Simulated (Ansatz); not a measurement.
Calculated with Ansatz (gas phase, PBE0-D4/def2-TZVP geometries, no zero-point term in ΔE). CCSD(T)/CBS adds triple-zeta CCSD(T) − MP2 to the extrapolated MP2 energy (def2 sets, frozen cores). This one scheme is used for every species. Functionals use def2-TZVPP. HSE06 is defined as in plane-wave codes. def2 core potentials past Kr. For In outer-core shells are correlated without core-valence functions, which leaves a few kJ/mol of doubt a bond. One conformer a species, not always the lowest.

Consider the formal exchange of groups at the Si–Si bond: `N[SiH]([SiH3])[InH2]` + CH₄ → `C[SiH](N)[InH2]` + SiH₄.

| level | ΔE (kcal/mol) | difference from CCSD(T)/CBS |
| --- | --- | --- |
| revPBE-D4 | 4.5 | 3.2 |
| PBE0-D4 | 3.8 | 2.5 |
| ωB97M-V | 0.0 | -1.3 |
| revPBE | 5.0 | 3.7 |
| PBE0 | 3.5 | 2.2 |
| r2SCANh | 2.7 | 1.4 |
| HSE06 | 3.6 | 2.3 |
| LC-ωPBE | 1.4 | 0.1 |
| SCS-MP2/def2-TZVPP | -0.5 | -1.8 |
| HF/def2-QZVPP | -1.4 | -2.7 |
| CCSD(T)/CBS | 1.3 | 0 |

Question: What do rigid-rotor, harmonic-oscillator terms from PBE0-D4/def2-TZVP frequencies (298.15 K, 1 bar) make of the CCSD(T)/CBS value? (Best estimate.)

Answer: Ansatz gave: ΔZPE = -0.9 kcal/mol, ΔH = -0.2 kcal/mol, ΔS = -16 J/(mol·K), ΔG = +0.9 kcal/mol.

Largest T1 diagnostic among the species: 0.014.

From r2SCAN to r2SCAN0 (25 % exact exchange), in def2-TZVPP and without D4, ΔE moves by −0.8 kcal/mol. Leaving LDA and LC-ωPBE aside and taking each functional with its dispersion term where it has one, the values, not all of them listed here, spread over 5.1 kcal/mol, from ωB97M-V to PBE-D4. LDA lies −1.0 kcal/mol from PBE without D4.

CCSD(T)/CBS has its own doubt, a few kJ/mol and more with outer-core shells, so smaller differences from it don't rank the levels.
